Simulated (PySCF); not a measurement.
Isomers of C5H11FSi, mass 118.061 u with the commonest isotopes. Method used: CAM-B3LYP/def2-SVPD in PySCF (dipole) on a GFN2-xTB geometry, gas phase. One conformer each, none proved a minimum here; rigid rotors.

Task: Order these by rotational constant C, smallest first.
A. `[CH3:1]/[C:2]([F:3])=[C:4](\[CH3:5])[CH2:6][SiH3:7]` with C2–C4–C6–Si7 -89°
B. `[CH3:1][CH2:2][C@@:3]1([CH2:4][F:5])[CH2:6][SiH2:7]1` with C1–C2–C3–C4 -68°, C2–C3–C4–F5 -67°
C. `[CH3:1][CH2:2][C:3]1([F:4])[CH2:5][SiH2:6][CH2:7]1` with C1–C2–C3–F4 57°, C2–C3–C5–Si6 110°, C3–C5–Si6–C7 10°, C5–Si6–C7–C3 -10°, C2–C3–C7–Si6 -109°
D. `[CH3:1][CH2:2]/[C:3](=[CH:4]\[SiH3:5])[CH2:6][F:7]` with C1–C2–C3–C4 -93°, C2–C3–C6–F7 -174°

Result: D (960.3 MHz), A (1085 MHz), B (1285 MHz), C (1349 MHz).

Task: Order these by out-of-plane moment Σ m c² = (Ia + Ib − Ic)/2, largest first.
A. `[CH3:1]/[C:2]([F:3])=[C:4](\[CH3:5])[CH2:6][SiH3:7]` with C2–C4–C6–Si7 -89°
B. `[CH3:1][CH2:2][C@@:3]1([CH2:4][F:5])[CH2:6][SiH2:7]1` with C1–C2–C3–C4 -68°, C2–C3–C4–F5 -67°
C. `[CH3:1]/[CH:2]=[C:3](\[F:4])[SiH2:5][CH2:6][CH3:7]` with C2–C3–Si5–C6 114°, C3–Si5–C6–C7 -56°
D. `[CH3:1][C@@H:2]1[SiH2:3][CH2:4][CH2:5][C@H:6]1[F:7]` with C1–C2–Si3–C4 -137°, C2–Si3–C4–C5 -13°, Si3–C4–C5–C6 37°, C4–C5–C6–F7 -173°
E. `[CH3:1][CH2:2]/[C:3](=[CH:4]\[SiH3:5])[CH2:6][F:7]` with C1–C2–C3–C4 -93°, C2–C3–C6–F7 -174°
F. `[CH3:1][CH2:2][C:3]1([F:4])[CH2:5][SiH2:6][CH2:7]1` with C1–C2–C3–F4 57°, C2–C3–C5–Si6 110°, C3–C5–Si6–C7 10°, C5–Si6–C7–C3 -10°, C2–C3–C7–Si6 -109°

Result: C (62.60 u·Å²), F (52.49 u·Å²), B (47.02 u·Å²), A (35.06 u·Å²), E (22.27 u·Å²), D (17.58 u·Å²).

Task: Order these by rotational constant B, largest first.
A. `[CH3:1]/[CH:2]=[C:3](\[F:4])[SiH2:5][CH2:6][CH3:7]` with C2–C3–Si5–C6 114°, C3–Si5–C6–C7 -56°
B. `[CH3:1][CH2:2][C:3]1([F:4])[CH2:5][SiH2:6][CH2:7]1` with C1–C2–C3–F4 57°, C2–C3–C5–Si6 110°, C3–C5–Si6–C7 10°, C5–Si6–C7–C3 -10°, C2–C3–C7–Si6 -109°
C. `[CH3:1][C@@H:2]1[SiH2:3][CH2:4][CH2:5][C@H:6]1[F:7]` with C1–C2–Si3–C4 -137°, C2–Si3–C4–C5 -13°, Si3–C4–C5–C6 37°, C4–C5–C6–F7 -173°
D. `[CH3:1]/[C:2]([F:3])=[C:4](\[CH3:5])[CH2:6][SiH3:7]` with C2–C4–C6–Si7 -89°
E. `[CH3:1][CH2:2]/[C:3](=[CH:4]\[SiH3:5])[CH2:6][F:7]` with C1–C2–C3–C4 -93°, C2–C3–C6–F7 -174°
F. `[CH3:1][CH2:2][C@@:3]1([CH2:4][F:5])[CH2:6][SiH2:7]1` with C1–C2–C3–C4 -68°, C2–C3–C4–F5 -67°

Result: C (2054 MHz), F (1855 MHz), B (1470 MHz), E (1417 MHz), D (1366 MHz), A (1144 MHz).

| SMILES | point group | Ia (u·Å²) | Ib (u·Å²) | Ic (u·Å²) | κ | μa (D) | μb (D) | μc (D) |
| --- | --- | --- | --- | --- | --- | --- | --- | --- |
| CC[C@@]1(CF)C[SiH2]1 | C1 | 214.87 | 272.48 | 393.32 | 0.07 | 0.67 | 1.48 | 0.79 |
| C/C(F)=C(\C)C[SiH3] | C1 | 166.04 | 369.91 | 465.83 | -0.71 | 0.64 | 1.73 | 0.06 |
| C/C=C(\F)[SiH2]CC | C1 | 155.11 | 441.84 | 471.74 | -0.93 | 0.24 | 0.84 | 1.18 |
| CC/C(=C\[SiH3])CF | C1 | 214.08 | 356.73 | 526.28 | -0.35 | 0.17 | 2.08 | 0.63 |
| C[C@@H]1[SiH2]CC[C@H]1F | C1 | 186.14 | 246.02 | 396.99 | 0.08 | 1.75 | 0.00 | 0.42 |
| CCC1(F)C[SiH2]C1 | C1 | 135.88 | 343.73 | 374.63 | -0.90 | 0.88 | 1.40 | 0.58 |
